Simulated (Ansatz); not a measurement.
A geometry relaxed with B3LYP-D3(BJ)/def2-TZVP (Ansatz, a program for electronic structure), charge 0, multiplicity 1:

```xyz
7

O      1.3481    -0.2157     0.0823
O     -0.8817    -0.9916     0.3125
H      0.2406     1.8259    -0.6820
O     -0.4663     1.2074    -0.4741
B      0.0000     0.0000    -0.0265
H      1.5594    -1.0967     0.4060
H     -1.8000    -0.7292     0.1966
```

### Question
Write the SMILES of this molecule.

### Answer
`OB(O)O`
